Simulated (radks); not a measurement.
The numbers below are computed, except where a source is named.
Task: Species: La+. Configuration: [Kr] 4d10 5s2 5p4 5d2 4f2 (not the ground configuration). Level of theory: scalar-relativistic Kohn-Sham, LDA (Slater exchange, Perdew-Wang correlation), spin-polarised, spherical densities, finite nucleus; open shells are filled with parallel spins first (spin-orbit coupling, left out, can overturn this in heavy ions); Fermi nuclear charge, rms radius 4.855 fm (a radial shooting solver on a logarithmic mesh with Libxc functionals). Some entries of the table are withheld. Estimate them.

| orbital | occ. | eigenvalue (eV) | <1/r> (bohr^-1) |
|---|---|---|---|
| 1s up | 1 | -38706.99 | 61.95 |
| 1s down | 1 | -38706.87 | 61.95 |
| 2s up | 1 | -6160.581 | 14.27 |
| 2s down | 1 | -6160.457 | 14.27 |
| 2p up | 3 | -5524.739 | 13.55 |
| 2p down | 3 | -5524.598 | 13.55 |
| 3s up | 1 | -1313.391 | 5.164 |
| 3s down | 1 | -1312.913 | 5.165 |
| 3p up | 3 | -1110.244 | 4.897 |
| 3p down | 3 | -1109.758 | 4.898 |
| 3d up | 5 | -817.4897 | 4.647 |
| 3d down | 5 | -817.0692 | 4.648 |
| 4s up | 1 | -262.5851 | 2.144 |
| 4s down | 1 | -261.2553 | 2.145 |
| 4p up | 3 | -196.7686 | 1.974 |
| 4p down | 3 | -195.3968 | 1.975 |
| 4d up | 5 | -101.6538 | 1.704 |
| 4d down | 5 | -100.1500 | 1.708 |
| 5s up | 1 | -42.3347 | 0.8304 |
| 5s down | 1 | -39.4416 | 0.8334 |
| 5p up | 3 | -26.4883 | 0.7037 |
| 5p down | 1 | -23.5771 | 0.7009 |
| 6s up | 0 | -8.1777 | 0.3130 |
| 5d up | 2 | -8.0311 | 0.4462 |
| 6s down | 0 | -6.9116 | 0.2903 |
| 5d down | 0 | -5.8670 | 0.4063 |
| 4f up | 2 | -5.2560 | 0.9817 |
| 6p up | 0 | -5.1514 | 0.2504 |
| 6p down | 0 | -4.3472 | 0.2267 |
| 4f down | 0 | -3.1166 | 0.9750 |
| 6d up | 0 | -1.9709 | 0.1502 |
| 6d down | 0 | -1.7172 | 0.1354 |
| 5f up | 0 | (1) | 0.1085 |
| 5f down | 0 | (2) | 0.09757 |

Result: 
(1) 5f up eigenvalue (eV): -1.0704
(2) 5f down eigenvalue (eV): -0.9966
